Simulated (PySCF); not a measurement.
**[BiF3]2+ at several levels of theory**

Computed with PySCF 2.14.0 (density fitting, no spin-orbit coupling) at the geometry relaxed with TPSS:

```xyz
4
[BiF3]2+ (singlet)
Bi    0.3093    0.0000    0.0000
F    -0.6066    0.0000    1.7724
F    -0.6066    0.0000   -1.7724
F     2.3045    0.0000    0.0000
```

```tsv
level	basis	state	HOMO (eV)	gap (eV)	charge on Bi1 (e)	dipole about the centre of mass (D)	largest force component (eV/Å)
TPSS	Bi def2-SVP with ECP60, F def2-SVP	singlet	-23.88	1.53	2.10	0.24	0.06
HF	the same	singlet	-30.10	12.03	2.52	0.41	1.97
r2SCAN	the same	singlet	-24.32	1.78	2.17	0.26	0.32
B3LYP	the same	singlet	-25.59	3.63	2.16	0.27	0.31
BLYP	the same	singlet	-23.58	1.28	2.05	0.23	0.42
TPSS	Bi x2c-SVPall, F x2c-SVPall	singlet	-23.87	1.52	2.17	0.25	0.51
```

Charges are Mulliken's, which hang on the basis. The relaxation used the grid (50, 194), these runs (75, 302) or, all-electron (x2c bases, spin-free X2C Hamiltonian), (99, 590).

Problem. What does TPSS with Bi def2-TZVP with ECP60, F def2-TZVP give here?

Solution. state singlet, HOMO (eV) -23.92, gap (eV) 1.59, charge on Bi1 (e) 2.10, dipole about the centre of mass (D) 0.24, largest force component (eV/Å) 1.12. Time: 9.6 s on 2 threads of Arm Neoverse V1 (shared host), from free ions and atoms.

In the first row's basis the gap widens with exact exchange: 1.3 to 1.8 eV for BLYP, TPSS, r2SCAN (none); 3.6 eV for B3LYP (a fixed share); 12.0 eV for Hartree–Fock (rising or full at long range).

No frequency check is given that shows the relaxed geometry to be a minimum.
